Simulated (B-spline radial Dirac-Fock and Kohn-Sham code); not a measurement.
Photoionisation of scandium ions at Cu Kα (8047.8 eV)

Level of theory: Dirac-Hartree-Slater photoionisation with all multipoles and Dirac-Fock thresholds; a radial finite-basis atomic code. Cross sections in kb; a dash marks an empty subshell or a threshold above the photon energy.

| ion | configuration | total | 2s | 3s | 3d3/2 | 3d5/2 | 4s |
| --- | --- | --- | --- | --- | --- | --- | --- |
| Sc | [Ar] 3d1 4s2 | 13.55 | 0.847 | 0.113 | 1.89e-05 | 2.73e-05 | 0.00972 |
| Sc⁹⁺ | [Ne] 3s2 | 13.61 | 0.866 | 0.159 | – | – | – |
| Sc¹³⁺ | [He] 2s2 2p4 | 13.52 | 0.947 | – | – | – | – |

Values without a named source are computed, but for edge energies of neutral atoms, which are taken from tables.
